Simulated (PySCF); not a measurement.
Species: C6H8NPS2.
Bonds: C1–S2, S2–C3, C3–C4 (aromatic), C4–P5 (aromatic), P5–C6 (aromatic), C6–C7 (aromatic), C7–S8, S8–C9, C7–N10 (aromatic), C3–N10 (aromatic). Hydrogens: H11, H12, H13 on C1; H14 on C4; H15 on C6; H16, H17, H18 on C9.

Computed with PySCF at PBE0/pcSseg-1, non-relativistic, on one gas-phase PBE0-D3(BJ)/def2-SVP geometry that isn't relaxed in the solvent. The solvent is an IEF-PCM continuum (cavity from Bondi-type radii × 1.2). Only the electrostatic response of the medium enters.

Gas phase at PBE0/pcSseg-1: HOMO -6.33 eV, LUMO -1.96 eV, dipole 2.14 D.

Problem. What does the continuum do to the energy, the frontier levels and the dipole at PBE0/pcSseg-1 in tetrahydrofuran and dichloromethane?

Solution. 
```tsv
solvent	ε	E(solvent) − E(gas) (kcal/mol)	polarisation term (kcal/mol)	distortion of the solute (kcal/mol)	HOMO (eV)	LUMO (eV)	dipole (D)
tetrahydrofuran	7.426	-3.97	-4.34	0.37	-6.33	-1.97	2.62
dichloromethane	8.93	-4.14	-4.54	0.40	-6.33	-1.97	2.64
```

The polarisation term is half the interaction of the solute with the surface charges that it induces; the rest is the cost of distorting the solute's density. The sum is the electrostatic part of solvation alone. From tetrahydrofuran to dichloromethane the lowering changes by a factor 1.04, Onsager's factor (ε − 1)/(2ε + 1) by 1.04 and ε itself by 1.2.

Problem. Which radius a makes the point-dipole formula ΔE = −[(ε − 1)/(2ε + 1)]·μ²/a³ give the value in dichloromethane, with the gas-phase dipole?

Solution. μ = 0.843 au and |ΔE| = 0.00660 Eh give a = 1.89 Å; the farthest nucleus lies 3.72 Å from the centroid of the nuclei, so such a sphere wouldn't even hold the nuclei. The formula assumes a rigid point dipole at the centre of a sphere.

Problem. Which Hirshfeld charges (PBE0/pcSseg-1) respond most in dichloromethane (means over atoms taken as equivalent)?

Solution. 
| atoms | environment | gas (e) | solvent (e) | change |
| --- | --- | --- | --- | --- |
| S2/S8 | sulfide sulfur | +0.031 | +0.015 | -0.016 |
| H14/H15 | aromatic hydrogen | +0.044 | +0.051 | +0.007 |
| P5 | phosphorus bonded to 2 C | +0.133 | +0.127 | -0.006 |
| H11 (×6) | methyl hydrogen | +0.047 | +0.052 | +0.005 |
| C3/C7 | substituted aromatic carbon | +0.049 | +0.045 | -0.004 |
| N10 | pyridine-type nitrogen | -0.147 | -0.150 | -0.003 |

Problem. Which Mayer bond orders change most in dichloromethane?

Solution. 
| bond | length (Å) | gas | solvent | change |
| --- | --- | --- | --- | --- |
| S2–C3 | 1.764 | 1.062 | 1.051 | -0.011 |
| C7–S8 | 1.764 | 1.062 | 1.051 | -0.011 |
| C1–S2 | 1.798 | 1.009 | 0.999 | -0.010 |
| S8–C9 | 1.798 | 1.009 | 0.999 | -0.010 |
| C1–H12 | 1.099 | 0.950 | 0.945 | -0.005 |
| C9–H18 | 1.099 | 0.950 | 0.945 | -0.005 |
| C4–P5 | 1.725 | 1.331 | 1.329 | -0.002 |
| C7–N10 | 1.328 | 1.436 | 1.438 | +0.002 |

Problem. How do the nuclear quadrupole coupling constants eQVzz/h respond in dichloromethane?

Solution. 
| nucleus | Q (barn) | gas (MHz) | solvent (MHz) | η gas | η solvent |
| --- | --- | --- | --- | --- | --- |
| 33S at S2 | -0.06781 | 40.62 | 39.56 | 0.85 | 0.86 |
| 33S at S8 | -0.06781 | 40.61 | 39.55 | 0.85 | 0.86 |
| 14N at N10 | 0.02044 | -4.85 | -4.88 | 0.09 | 0.08 |

On one thread, Arm Neoverse V1 (aarch64), shared host, this took 86 s of wall time and 1.1 GiB of memory at its peak. This is the whole shielding run at PBE0/pcSseg-1 in dichloromethane, SCF included.

Shape of the structure used: `[CH3:1][S:2][c:3]1[cH:4][p:5][cH:6][c:7]([S:8][CH3:9])[n:10]1`: C1–S2–C3–C4 180°, C6–C7–S8–C9 180°.
